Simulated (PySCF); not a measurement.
```xyz
8

C      0.8428    -0.8636    -0.1584
Si     1.1101     0.6832     0.7537
Si    -1.1239     0.3500     0.1638
O     -0.4557    -1.2335    -0.0974
H      1.4856    -1.6103    -0.6234
H      2.0270     1.5838     0.0002
H     -2.2652     0.2591     1.1034
H     -1.6208     0.8312    -1.1418
```

Charge 0, multiplicity 1.

Task: Give the Mulliken and meta-Löwdin atomic charges from PySCF 2.14.0 with TPSSh-D3(BJ)/def2-TZVP // B3LYP-D3(BJ)/def2-TZVP.

Result: 
| atom | Mulliken (e) | meta-Löwdin (e) |
|---|---|---|
| C1 | 0.00 | -0.07 |
| Si2 | -0.09 | 0.04 |
| Si3 | 0.28 | 0.64 |
| O4 | -0.28 | -0.49 |
| H5 | 0.12 | 0.13 |
| H6 | 0.00 | -0.06 |
| H7 | -0.02 | -0.10 |
| H8 | -0.01 | -0.09 |
